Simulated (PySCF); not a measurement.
An unknown shows these calculated signals:

$^{1}$H NMR (600 MHz, computed): δ 6.32 (m, 1H), 5.76 (m, 1H), 5.69 (m, 1H), 5.53 (m, 1H), 5.28 (m, 1H), 5.22 (m, 1H), 2.81 (m, 1H), 2.66 (m, 1H), 1.36 (m, 3H), 1.32 (m, 1H).

$^{13}$C{$^{1}$H} NMR (computed): δ 151.6 (CH), 145.9 (CH), 131.6 (CH2), 115.5 (CH2), 44.4 (C), 22.4 (CH), 15.4 (CH3).

- structure optimised with GFN2-xTB
- NMR shieldings at PBE0/pcSseg-1/GIAO
- code: PySCF
- one computed conformer, gas phase, one averaged value for each set of equivalent atoms, relativity neglected

Scale: $^{1}$H (σref 31.72) and $^{13}$C (σref 186.93) vs TMS (reference shieldings calculated alike).

Task: Which of these does the molecule contain: a non-aromatic C=C double bond, a Si–H bond, a vinyl group CH=CH2, a heteroaromatic ring, an amide, a nitrile?

Result: 
- A non-aromatic C=C double bond: yes.
- A Si–H bond: yes (δH 2.81 (m), 2.66 (m)).
- A vinyl group CH=CH2: yes (δC 131.6, 145.9; δH 5.53 (m), 5.69 (m), 6.32 (m)).
- A heteroaromatic ring: no.
- An amide: no.
- A nitrile: no.

The data belong to `C=CC1(C=C)[SiH2][C@H]1C`, C7H12Si; they needn't prove each group on their own.

Carbon signals by region: 4 in the sp2 and nitrile region (100–160 ppm), 3 below 50 ppm.

Shifts are as computed. Against solution values, carbons near 30 ppm lie about +3 ppm off and those near 130 ppm about +5 ppm. Of 1211 compounds with measured shifts, 218 miss one by over three times the rms of a fit or turn the order of signals round; such compounds aren't used in these exercises. Multiplicities follow the n + 1 count of equivalent neighbours, as no J values were calculated; m marks all less simple cases, F and P coupling included.
